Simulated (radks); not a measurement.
Q: Radial electron density D(r) = 4 pi r^2 rho(r) of an atom or ion with 47.5 electrons. Calculated with a radial shooting solver on a logarithmic mesh with Libxc functionals: scalar-relativistic Kohn-Sham, LDA (Slater exchange, Perdew-Wang correlation), spin-polarised, spherical densities, finite nucleus; Fermi nuclear charge, rms radius of each element as measured or else 0.836 A^(1/3) + 0.57 fm.

r (bohr)  D(r) (e/bohr)    spin D(r)
0.003529          12.70    -9.79e-07
0.004076          15.72  -0.00000131
0.00467           19.08  -0.00000175
0.005393          23.21  -0.00000240
0.006179          27.64  -0.00000328
0.007136          32.85  -0.00000463
0.008175          38.16  -0.00000646
0.009442          44.00  -0.00000927
0.01082           49.47   -0.0000130
0.01249           54.87   -0.0000185
0.01431           59.20   -0.0000252
0.01653           62.56   -0.0000334
0.01894           64.24   -0.0000401
0.02187           64.28   -0.0000397
0.02506           62.81   -0.0000188
0.02894           60.19    0.0000564
0.03315           57.57     0.000235
0.03829           55.87     0.000656
0.04387           56.36      0.00147
0.05066           59.81      0.00312
0.05804           65.65      0.00595
0.06703           73.20       0.0111
0.0768            79.43       0.0191
0.08869           82.51       0.0320
0.1016            80.58       0.0495
0.1173            73.81       0.0739
0.1344            65.48        0.101
0.1553            58.66        0.130
0.1779            57.08        0.151
0.2054            60.69        0.157
0.2354            65.81        0.141
0.2718            67.63       0.0995
0.3114            62.43       0.0482
0.3597            50.10      0.00530
0.412             36.31      0.00359
0.4759            25.16       0.0653
0.5452            20.70        0.183
0.6296            21.20        0.342
0.7214            23.00        0.478
0.8331            22.90        0.556
0.9545            20.01        0.548
1.102             15.19        0.466
1.263             10.59        0.351
1.458             6.775        0.228
1.671             4.365        0.132
1.93              2.753       0.0636
2.211             1.757       0.0261
2.553             1.022      0.00705
2.925            0.5447     0.000547
3.378            0.2350    -0.000881
3.87            0.08651    -0.000633
4.47            0.02325    -0.000246
5.121          0.005093   -0.0000686
5.914         0.0007300   -0.0000121

What is the nuclear charge?

A: Z = 50. The innermost maximum, from 1s, lies near gamma/Z bohr with gamma = sqrt(1 - (Z/c)^2) = 0.931, here 0.0186 bohr (found: 0.0204), and its height grows with Z. The density is that of the tin ion Sn2.5+ in [Kr] 5s2 4d(up 5, down 4.5); the configuration itself is not fixed sharply by these data, and Z only to a few units. D(r) has 4 maxima, at r = 0.0204, 0.0901, 0.263, 0.775 bohr, and minima at 0.0399, 0.172, 0.572 bohr, inside which lie 1.99, 11.14, 29.02 electrons.
